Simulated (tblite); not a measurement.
A geometry optimisation, step by step.

C₆H₈F₃P.
SMILES with atom numbers: `[CH3:1][C:2]1=[CH:3][CH2:4][CH2:5][P:6]1[C:7]([F:8])([F:9])[F:10]` (hydrogens: H11, H12, H13 on C1; H14 on C3; H15, H16 on C4; H17, H18 on C5)

Computed with GFN2-xTB (tblite), gas phase: L-BFGS steps from a force-field or distance-geometry start until the largest atomic force falls under 0.01 eV/Å. 6 of its 134 geometries are shown.

Step 0: E = -914.2745 eV, largest atomic force 2.469 eV/Å
```
atom  x, y, z in Å  |  force x, y, z in eV/Å
C1      1.682   -1.533    0.033    0.477  -0.568  -0.491
C2      0.958   -0.252   -0.161   -1.259  -0.845   1.072
C3      1.348    0.996    0.005    1.318   0.146   0.679
C4      0.327    2.015   -0.295   -0.011   1.877  -0.964
C5     -1.060    1.528    0.086    0.224  -1.317  -0.070
P6     -0.824   -0.187   -0.682    0.536   1.059  -2.165
C7     -1.854   -1.453    0.136   -0.439  -1.198   1.161
F8     -1.994   -1.272    1.498   -0.507  -0.358  -1.207
F9     -3.076   -1.468   -0.514    1.202   0.004   1.267
F10    -1.325   -2.712   -0.018   -0.628   1.046   0.147
H11     2.102   -1.790   -0.973   -0.129  -0.110   0.843
H12     2.527   -1.451    0.767   -0.854  -0.044  -0.674
H13     0.978   -2.347    0.322    0.718   0.589  -0.094
H14     2.371    1.249    0.329   -0.651   0.027  -0.361
H15     0.302    2.118   -1.413    0.184   0.287   0.590
H16     0.548    3.012    0.138   -0.042  -0.478  -0.186
H17    -1.159    1.485    1.172   -0.356   0.072  -0.017
H18    -1.859    2.069   -0.441    0.219  -0.190   0.469
```

Step 27: E = -915.1104 eV, largest atomic force 0.186 eV/Å
```
atom  x, y, z in Å  |  force x, y, z in eV/Å
C1      1.671   -1.550   -0.041   -0.009   0.004   0.018
C2      0.878   -0.303   -0.260   -0.032  -0.036   0.083
C3      1.286    0.937    0.012    0.019  -0.063   0.028
C4      0.307    2.049   -0.221    0.002  -0.106   0.032
C5     -1.067    1.371   -0.185   -0.091  -0.002  -0.046
P6     -0.789   -0.261   -1.035    0.089  -0.108  -0.080
C7     -1.758   -1.342    0.190    0.049   0.028   0.000
F8     -1.654   -0.946    1.468   -0.060  -0.122   0.127
F9     -3.062   -1.316   -0.126   -0.055   0.074   0.068
F10    -1.389   -2.629    0.158    0.080  -0.044  -0.033
H11     2.090   -1.953   -0.961   -0.025   0.124  -0.137
H12     2.483   -1.334    0.647    0.117  -0.010  -0.002
H13     1.062   -2.340    0.393   -0.121   0.011   0.041
H14     2.266    1.155    0.404    0.042   0.039   0.020
H15     0.483    2.518   -1.191    0.030   0.008  -0.037
H16     0.396    2.823    0.542   -0.029   0.008   0.031
H17    -1.353    1.180    0.852   -0.004   0.087   0.000
H18    -1.857    1.948   -0.659   -0.003   0.109  -0.114
```

Step 53: E = -915.2309 eV, largest atomic force 0.057 eV/Å
```
atom  x, y, z in Å  |  force x, y, z in eV/Å
C1      1.703   -1.576   -0.171    0.001   0.000  -0.010
C2      0.879   -0.337   -0.260    0.005   0.007   0.003
C3      1.200    0.880    0.166   -0.029  -0.013   0.029
C4      0.212    1.982   -0.037   -0.021  -0.036  -0.005
C5     -1.108    1.359   -0.529   -0.009   0.006   0.012
P6     -0.767   -0.397   -1.066    0.044   0.036   0.005
C7     -1.632   -1.272    0.389    0.001   0.013  -0.035
F8     -1.179   -0.923    1.603   -0.034   0.030   0.029
F9     -2.950   -1.013    0.382   -0.010   0.003   0.016
F10    -1.497   -2.604    0.299    0.012   0.014   0.003
H11     1.881   -1.983   -1.164    0.000  -0.015  -0.035
H12     2.658   -1.371    0.306    0.016   0.007   0.015
H13     1.175   -2.335    0.407    0.019  -0.019   0.005
H14     2.137    1.105    0.653    0.004  -0.009  -0.028
H15     0.601    2.691   -0.773   -0.002  -0.011   0.021
H16     0.062    2.530    0.896   -0.004   0.004  -0.005
H17    -1.866    1.354    0.259    0.020   0.004  -0.015
H18    -1.517    1.917   -1.373   -0.014  -0.023  -0.002
```

Step 80: E = -915.2483 eV, largest atomic force 0.081 eV/Å
```
atom  x, y, z in Å  |  force x, y, z in eV/Å
C1      1.776   -1.579   -0.296    0.009  -0.036   0.004
C2      0.888   -0.382   -0.267    0.043  -0.042   0.010
C3      1.167    0.819    0.230    0.012  -0.003  -0.036
C4      0.153    1.904    0.079   -0.027  -0.045  -0.038
C5     -1.085    1.323   -0.631   -0.014  -0.032  -0.035
P6     -0.771   -0.470   -1.037   -0.011   0.025   0.007
C7     -1.661   -1.171    0.494   -0.008  -0.010   0.025
F8     -1.319   -0.588    1.656    0.017  -0.018  -0.010
F9     -2.989   -0.996    0.365    0.013  -0.026   0.008
F10    -1.454   -2.488    0.646    0.023   0.065  -0.011
H11     1.849   -1.959   -1.315   -0.001   0.001   0.019
H12     2.775   -1.338    0.063   -0.063   0.005   0.021
H13     1.359   -2.375    0.322    0.015  -0.001   0.000
H14     2.102    1.044    0.722   -0.008   0.017  -0.034
H15     0.585    2.721   -0.506   -0.043  -0.002   0.063
H16    -0.116    2.303    1.059    0.015   0.017   0.009
H17    -1.985    1.406   -0.018    0.012   0.020  -0.048
H18    -1.283    1.831   -1.578    0.015   0.066   0.045
```

Step 106: E = -915.2728 eV, largest atomic force 0.017 eV/Å
```
atom  x, y, z in Å  |  force x, y, z in eV/Å
C1      1.773   -1.592   -0.354    0.001  -0.001  -0.001
C2      0.878   -0.401   -0.309    0.000   0.009   0.002
C3      1.152    0.797    0.200    0.000  -0.001  -0.007
C4      0.085    1.840    0.163   -0.013  -0.006   0.010
C5     -1.056    1.326   -0.731    0.001   0.003  -0.004
P6     -0.807   -0.493   -1.030   -0.001  -0.002   0.003
C7     -1.637   -1.101    0.573    0.003   0.000   0.014
F8     -1.307   -0.415    1.681   -0.001   0.003  -0.010
F9     -2.974   -1.025    0.469    0.001   0.000   0.003
F10    -1.334   -2.385    0.817   -0.003   0.003  -0.003
H11     1.831   -1.982   -1.369    0.009  -0.001  -0.011
H12     2.772   -1.337   -0.009    0.004  -0.003   0.006
H13     1.374   -2.385    0.280   -0.006  -0.004  -0.004
H14     2.099    1.036    0.660   -0.001  -0.001   0.007
H15     0.478    2.787   -0.211    0.000   0.001  -0.009
H16    -0.270    2.016    1.182   -0.001   0.004   0.004
H17    -2.046    1.512   -0.311    0.005   0.000   0.001
H18    -1.021    1.807   -1.712    0.002  -0.004   0.002
```

Step 133: E = -915.2744 eV, largest atomic force 0.009 eV/Å
```
atom  x, y, z in Å  |  force x, y, z in eV/Å
C1      1.774   -1.593   -0.363   -0.001  -0.003   0.002
C2      0.876   -0.405   -0.308    0.002   0.003  -0.004
C3      1.149    0.793    0.199   -0.004   0.000   0.003
C4      0.081    1.838    0.157   -0.003   0.000  -0.004
C5     -1.058    1.320   -0.736    0.000  -0.002   0.001
P6     -0.813   -0.502   -1.020    0.001  -0.009  -0.001
C7     -1.633   -1.093    0.594   -0.002   0.002  -0.003
F8     -1.298   -0.393    1.691    0.000   0.001   0.002
F9     -2.971   -1.021    0.496   -0.003   0.003   0.001
F10    -1.327   -2.373    0.852    0.003  -0.004   0.000
H11     1.924   -1.901   -1.398    0.002  -0.002   0.004
H12     2.739   -1.370    0.086   -0.006  -0.001  -0.003
H13     1.322   -2.431    0.168    0.004   0.001  -0.003
H14     2.095    1.032    0.662   -0.002   0.007   0.000
H15     0.475    2.781   -0.226    0.005   0.003   0.000
H16    -0.274    2.022    1.175    0.002  -0.001   0.003
H17    -2.049    1.511   -0.320    0.001   0.001   0.005
H18    -1.020    1.793   -1.720    0.003   0.001  -0.003
```

Task: Summarise the path.

Result: The energy falls by 0.9999 eV from step 0 to step 133; nine tenths of that is first reached at step 35. It never rises by more than 0.2 meV. The largest force goes from 2.469 to 0.009 eV/Å. Among the bonds P6–C7 changes most, from 1.826 to 1.905 Å; the atoms move by 0.956 Å rms after alignment.
